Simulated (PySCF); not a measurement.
Mapped SMILES: `[CH3:1][O:2][C:3](=[O:4])[c:5]1[cH:6][cH:7][o:8][n:9]1`. Each H is labelled by its parent atom.

GIAO PBE0/pcSseg-1 shifts (PySCF 2.14.0 with density-fitted response routines, gas phase, non-relativistic, equivalent atoms averaged), each against references optimised in the same way as the molecule (TMS, H2O, NH3).

On the GFN2-xTB geometry: C3 168.5, C7 165.8, C5 160.9, C6 115.4, C1 54.2, O4 437.3, O8 413.8, O2 189.2, N9 440.1, H(C7) 8.68, H(C6) 7.14, H(C1) 4.18 ppm.

Task: What changes on the PBE0-D3(BJ)/def2-SVP geometry?

Result: 
```
atoms  δ (ppm)  change
   C3    165.8    -2.7
   C7    163.9    -1.9
   C5    159.4    -1.5
   C6    112.1    -3.3
   C1     52.5    -1.7
   O4    435.8    -1.5
   O8    418.1    +4.3
   O2    186.1    -3.1
   N9    435.6    -4.5
H(C7)     8.42   -0.26
H(C6)     7.02   -0.12
H(C1)     3.92   -0.26
```

Bonds between heavy atoms that differ most (equivalent bonds averaged): O8–N9 1.339 → 1.351 Å, C3–C5 1.480 → 1.485 Å, C1–O2 1.421 → 1.417 Å, O2–C3 1.329 → 1.326 Å, C6–C7 1.361 → 1.359 Å. Mean change of bonds to hydrogen: C–H +0.012 Å.
